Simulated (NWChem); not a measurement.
Molecule: CH₂F₂OSi; SMILES C(=O)[SiH](F)F

```xyz
7

O      0.2253    -2.2903     0.0000
C     -0.4844    -1.2999     0.0000
Si     0.3263     0.4536     0.0000
F     -0.1905     1.2716     1.3118
F     -0.1905     1.2716    -1.3118
H     -1.6180    -1.3934     0.0000
H      1.8147     0.3746     0.0000
```
Atoms are numbered in this order, from 1.

Results from NWChem. Coordinates come from a PBE-D3(BJ)/def2-SVP optimisation. Static field.

For level CAM-B3LYP/def2-SVP:

```
Property                          Result
--------------------------------  ------
isotropic polarisability (bohr³)    31.2
```

### Question
How do the values read with level CAM-B3LYP/aug-cc-pVDZ instead?

### Answer
The isotropic polarisability (bohr³) comes out as 40.1.
